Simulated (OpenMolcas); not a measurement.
## Pd2+: moving the ligands

Pd2+ with 2 ligands (chloride) in linear coordination (D∞h) at 2.36 Å. Ligand basis ANO-RCC-VDZP.
```
Pd    0.0000    0.0000    0.0000
Cl    0.0000    0.0000    2.3600
Cl    0.0000    0.0000   -2.3600
```

| Item | Value |
| --- | --- |
| Program | OpenMolcas |
| Method | CASSCF |
| Basis | ANO-RCC-VDZP [6s5p3d1f] |
| Scalar Hamiltonian | DKH2, point nucleus |
| Active space | 8 electrons in 5 orbitals (4d) |
| State averaging | 2S+1 = 3 even, 10 roots; 2S+1 = 1 even, 15 roots |
| Spin-orbit coupling | state interaction with AMFI integrals over the reference wave functions |

Runs around this geometry, states (labels by Λ). Energies in cm-1 above the lowest state or level, χT in cm3 K/mol.

```csv
R (Å),Ground state,First state of that spin,First gap with spin-orbit (degeneracies),χT at 300 K,First state of another spin
2.27,3Π,3Δ 1196,"261.5 (2, 2)",2.309,1Σ 3237
2.36,3Π,3Δ 716.7,"310.3 (2, 2)",2.475,1Σ 3678
2.41,3Π,3Δ 523.7,"329.4 (2, 2)",2.564,1Σ 3979
```

Taking the first state of the same spin as R^-n, n = -ln(523.7 / 1196) / ln(2.41 / 2.27) = 13.8 between the shortest and longest distance.

Without dynamic correlation the repulsion within the d shell is too large (B by tens of per cent), so at a given field states of lower spin stand too high. Real 4d8 and 5d8 ions are as a rule square planar and diamagnetic. Ligand-to-metal charge-transfer states are missing. With no ligand orbital active B as a rule stays too high, so bands that hang on it stand too high and its fall with covalency is understated. The least metal-like active orbital is 73 % on the metal (Löwdin) and no ligand orbital is active, so the numbers are rough (holds for R = 2.27). The least metal-like active orbital is 76 % on the metal (Löwdin) and no ligand orbital is active, so the numbers are rough (holds for R = 2.36). Spin-orbit coupling mixes the spin-free states strongly: the lowest level takes only 67 % from its leading state, 3Π (holds for R = 2.41). The least metal-like active orbital is 77 % on the metal (Löwdin) and no ligand orbital is active, so the numbers are rough (holds for R = 2.41). No measured value stands beside these numbers; the geometry was imposed, not optimised, and the real ion may take another.
